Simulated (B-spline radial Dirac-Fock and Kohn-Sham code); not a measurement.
Z = 66 (dysprosium), transition energy 36.1 keV. Calculated with a B-spline atomic structure program, using a Dirac-Hartree-Slater potential of the neutral atom with a Latter tail (no hole, which puts coefficients of high multipoles low close above an edge), finite nucleus with surface currents. The K shell is not open to conversion at this energy. Subshells that would emit electrons below 1 keV are left out.

Q: A pure transition shows α(L) = 5.93, L1/L2 = 10.8 and L1/L3 = 64.5. What is its multipolarity?
A. M4
B. E3
C. M2
D. E2
E. E4
F. E1
G. M3
H. M1

A: H. For comparison, α(L), L1/L2, L1/L3 are E1 0.703, 1.89, 1.36; E2 166, 0.00798, 0.00639; E3 13000, 0.0143, 0.0120; E4 493000, 0.0170, 0.0145; M2 386, 11.8, 2.34; M3 26400, 9.73, 0.299; M4 1.19e+06, 7.86, 0.109.
